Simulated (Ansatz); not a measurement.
CuSe5, relaxed as a doublet with UKS PBE-D4/def2-SVP in Ansatz, starting from the GFN2-xTB geometry. Force threshold 0.02 eV/Å.

The gap within one spin of the charge 0 doublet nearly closes, so an electron or hole may be smeared out by delocalisation error. Another isomer (doublet) lies 0.39 eV lower at PBE0-D4/def2-SVP; other spin states weren't run for this one.

Start:

Cartesian coordinates in Å:
```
Cu 0.048 0.475 -1.036
Se -1.262 -1.417 -1.678
Se 0.012 3.125 1.337
Se 0.620 -1.691 1.460
Se 1.354 2.265 -0.200
Se -0.771 -2.758 0.117
```

| step | energy (eV) | largest force component (eV/Å) | SCF passes |
| --- | --- | --- | --- |
| 1 | -371290.5862 | 1.122 | 67 |
| 2 | -371290.8266 | 0.329 | 34 |
| 3 | -371291.0161 | 0.608 | 43 |
| 4 | -371291.1999 | 0.783 | 45 |
| 5 | -371291.3567 | 0.384 | 46 |
| 6 | -371291.3769 | 0.162 | 46 |
| 7 | -371291.4000 | 0.133 | 42 |
| 8 | -371291.4378 | 0.123 | 44 |
| 9 | -371291.4671 | 0.460 | 45 |
| 10 | -371291.5061 | 0.155 | 44 |
| 11 | -371291.5194 | 0.126 | 41 |
| 12 (rejected) | -371291.5157 | 0.147 | 41 |
| 13 | -371291.5221 | 0.042 | 41 |
| 14 | -371291.5229 | 0.030 | 40 |
| 15 | -371291.5234 | 0.036 | 38 |
| 16 | -371291.5240 | 0.025 | 48 |
| 17 | -371291.5479 | 0.128 | 62 |
| 18 | -371291.5699 | 0.410 | 43 |
| 19 | -371291.5721 | 0.376 | 40 |
| 20 | -371291.5847 | 0.108 | 36 |
| 21 (rejected) | -371291.5694 | 0.167 | 40 |
| 22 | -371291.5880 | 0.017 | 34 |

Force components are those of the run's own axes.

End:

```xyz
6

Cu    0.108    0.369    0.072
Se   -0.549   -1.002   -1.746
Se    0.663    2.393    1.251
Se   -0.115   -1.370    1.647
Se    0.622    2.349   -1.054
Se   -0.729   -2.739   -0.171
```

Bonds formed: Cu1–Se3, Cu1–Se4 (atoms count from 1).

No frequencies were taken in this run, so the end may be a saddle point.

Run time 2.1 min (4 threads of Arm Neoverse V2 on a shared host).
